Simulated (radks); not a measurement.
Numerical settings for neutral thallium, [Hg] 6p1. All-electron calculation, scalar-relativistic Kohn-Sham, BLYP, spin-polarised, spherical densities, finite nucleus; open shells are filled with parallel spins first (spin-orbit coupling, left out, can overturn this in heavy ions); Fermi nuclear charge, rms radius 5.4759 fm. Program: a radial shooting solver on a logarithmic mesh with Libxc functionals. The defaults (mesh step 0.008 in ln r, mesh end at 40 bohr or more with all orbitals vanishing there, Anderson mixing 0.5 over 9 steps, residual threshold near 1e-9 with the energy settled to 1e-9 hartree or 1e-11 of itself, here a cap of 95 iterations) give E = -20241.742 hartree and 6p at -2.502 eV in 16 iterations. Run on one thread of a shared host, so times are rough (Intel(R) Xeon(R) 6975P-C): 0.26 s of CPU time, 0.26 s wall, 16 iterations on 2440 mesh points. Changes against that run (0 stands for a change within the tolerance of the run):

| setting | iterations | converged | E (mhartree) | e(6p) (meV) | CPU (s) |
|---|---|---|---|---|---|
| mesh step in ln r 0.012 | 15 | yes | 0 | 0 | 0.17 |
| mesh step in ln r 0.005 | 17 | yes | 0 | 0 | 0.45 |
| mesh step in ln r 0.003 | 20 | yes | 0 | 0 | 0.79 |
| mesh end (bohr) 8 | 15 | yes | +7.41 | +432 | 0.23 |
| mesh end (bohr) 400 | 16 | yes | 0 | 0 | 0.28 |
| residual threshold 1e-16 | 95 | no | 0 | 0 | 0.67 |
| residual threshold 1e-05 | 11 | yes | 0 | -0.00954 | 0.21 |
| mixing 0.2 | 19 | yes | 0 | 0 | 0.33 |
| linear mixing, mixing 0.8 | 95 | no | +1.76e+04 | -1.06e+05 | 2.9 |
| linear mixing, mixing 0.05 | 95 | no | -2.59 | -15.8 | 1.5 |
| mixing history 20 | 20 | yes | 0 | 0 | 0.33 |
| iteration cap 3 | 3 | no | -79.6 | -456 | 0.08 |

Settings that end as converged yet miss the energy by more than 1 mhartree: mesh end (bohr) 8 (+0.00741 hartree). A mesh that ends early acts as a hard wall.
